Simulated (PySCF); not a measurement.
# Dipole response of V³⁺ (vanadium, charge +3)

[Ar] 3d2, high-spin 3F determinant. Computed with PySCF 2.14 in x2c-TZVPPall with one added diffuse shell each of s, p, d, f type (7s6p5d3f1g, 80 functions), with scalar relativity by spin-free X2C-1e. Coupled (time-dependent) response in atomic units; α is the mean over directions.

```tsv
method	mean α (bohr³)	C₆ (like pair)	S(−4)
UHF	2.079	5.260	1.332
PBE	2.281	5.751	2.068
PBE0	2.206	5.570	1.771
```

S(−4) is the Cauchy moment in α(ω) = α(0) + S(−4) ω² + …

α(iu) at PBE:

```
u (hartree)  α(iu) (bohr³)
          0          2.281
     0.0500          2.276
      0.100          2.261
      0.200          2.205
      0.300          2.124
      0.500          1.933
      0.750          1.696
       1.00          1.482
       1.50          1.130
       2.00         0.8687
       3.00         0.5402
       5.00         0.2576
```

For an ion, C₆ is the dispersion term alone; charge-induced terms of lower order in 1/R come first.
